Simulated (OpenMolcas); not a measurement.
A calculation on Al.

```
Program             : OpenMolcas
Method              : SS-RASPT2, IPEA 0.25 Eh, imaginary shift 0.1 Eh (closed shells correlated: 2s 2p)
Basis               : ANO-RCC-VTZP [5s4p2d1f]
Scalar Hamiltonian  : DKH2, point nucleus
Active space        : 3 electrons in 9 orbitals (RAS2 3s 3p; RAS3 3d, at most 2 electrons)
State averaging     : 2S+1 = 4 odd, 1 root (0 in the spin-orbit step); 2S+1 = 2 odd, 3 roots; 2S+1 = 4 even, 3 roots; 2S+1 = 2 even, 5 roots
Spin-orbit coupling : RASSI with atomic mean-field integrals over the reference wave functions, term energies averaged over their components
```

(1) Which level of the active space comes out lowest?

(2) How high does 3s 3p2 4P 5/2 lie?

(3) How high does 3s2 3p 2P* 3/2 lie?

(4) How high does 3s 3p2 2D 3/2 lie?

Measured values: NIST Handbook of Basic Atomic Spectroscopic Data.

## Answers

(1) 3s2 3p 2P* 1/2, with 100 % of that term; it is also the measured ground level.

(2) 28020 cm-1 above the lowest level; measured 29143 cm-1 above the ground level, so the calculation is off by -4 %.

(3) 106 cm-1 above the lowest level; measured 112 cm-1 above the ground level, so the calculation is off by -5 %.

(4) 38610 cm-1 above the lowest level.

Term energies are means over components that CASPT2 splits; among the terms shown or strongly mixed into the levels shown the widest spread is 14 cm-1 (3s2 3p 2P*). Active for correlation alone: 3d; no level in the range computed is led by a configuration that fills it, so any true level of that kind is missing. Some terms mix strongly with configurations of 3d, whose occupation reaches 0.21 (3s 3p2 2D). Computed and measured levels are paired by configuration, term and J; levels that our copy of the source lacks, or whose pairing is in doubt (as where it misses far off the trend of its configuration), stay unpaired and out of the deviations. Levels of configurations outside the active space are missing.

* marks odd parity.
